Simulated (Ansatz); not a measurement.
Total energies of RuO₂⁻ (the lowest doublet isomer of a short search) from Ansatz at PBE0-D4/def2-TZVPD, gas phase (1 Eh = 27.2114 eV = 2625.5 kJ/mol). The reference geometry is relaxed at PBE0-D4/def2-TZVPD.

```xyz
3

Ru   -0.057   -0.075   -0.245
O    -1.463   -0.455    0.618
O     1.519    0.530   -0.373
```

```csv
state,geometry,energy (Eh)
charge -1 doublet,reference,-245.27351
charge 0 singlet,reference,-245.18636
charge -1 quartet,relaxed at PBE0-D4/def2-TZVPD,-245.25303
```

In the def2 sets Ru takes a core potential; there is no spin–orbit coupling.

Work out the vertical ionisation energy to the singlet.

E(charge 0 singlet) − E(charge -1 doublet) = -245.18636 − (-245.27351) = 0.08715 Eh = 2.37 eV. For comparison, −ε of the highest occupied level of the spin that leaves is 0.35 eV at this level, 2.02 eV less.

Which of the charge -1 states is lowest, and how far above it are the others?

The doublet. quartet: -245.25303 − (-245.27351) = 0.02048 Eh = 53.8 kJ/mol.

The restricted singlet is unstable towards broken spin symmetry in Hartree–Fock (as tested in another run); at PBE0-D4/def2-TZVPD this wasn't settled. 

The structure comes from a short search, and lower isomers may exist.
